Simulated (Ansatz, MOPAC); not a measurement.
System: H₅BN₂O, charge 0, multiplicity 1. SMILES: NB(N)O
Coordinates optimised at B3LYP-D3(BJ)/def2-TZVP (Ansatz, an electronic-structure program):
```xyz
9

N      1.2674    -0.5594     0.3003
B      0.0087     0.0178    -0.0050
N     -1.2056    -0.7175     0.1240
O      0.0251     1.3366    -0.4359
H      2.1166    -0.0324     0.2058
H      1.3968    -1.5005     0.6208
H     -2.1110    -0.3378    -0.0839
H     -1.2384    -1.6718     0.4339
H     -0.8407     1.6984    -0.6344
```

Property: vertical ionisation energy to the doublet, in eV. Terms: 6-31G* and kin with 6d, 5d where marked; non-relativistic; UHF or UKS for open shells; 6-311+G** with 5d; no dispersion term unless named; each state is the SCF solution reached for its charge and spin; no spin-orbit coupling; PM7 with its own dispersion and hydrogen-bond terms. Ab initio and DFT rows: single points at B3LYP-D3(BJ) geometries (Ansatz). Semi-empirical rows: differences of heats of formation at the shared geometry for vertical values.

```tsv
level	program	vertical ionisation energy to the doublet (eV)
PM6	MOPAC	8.65
PM7	MOPAC	8.42
MNDO	MOPAC	9.23
PBE/6-311+G**	Ansatz	8.96
B3LYP/3-21G	Ansatz	8.49
B3LYP/6-31G*	Ansatz	8.75
B3LYP/def2-TZVPD	Ansatz	9.21
wB97M-V/def2-TZVPD	Ansatz	9.42
wB97X-V/def2-TZVPD	Ansatz	9.44
```

No value to compare with is used here. The 6 habitual levels span 8.42 (PM7) to 9.23 eV (MNDO); wB97M-V/def2-TZVPD gives 9.42.

The levels are drawn from those run, B3LYP/6-31G* more often than the rest, none by its result; left out are runs that failed, that the program found above a lower state of the same kind, or whose <S^2> lies over 0.5 above the pure value.
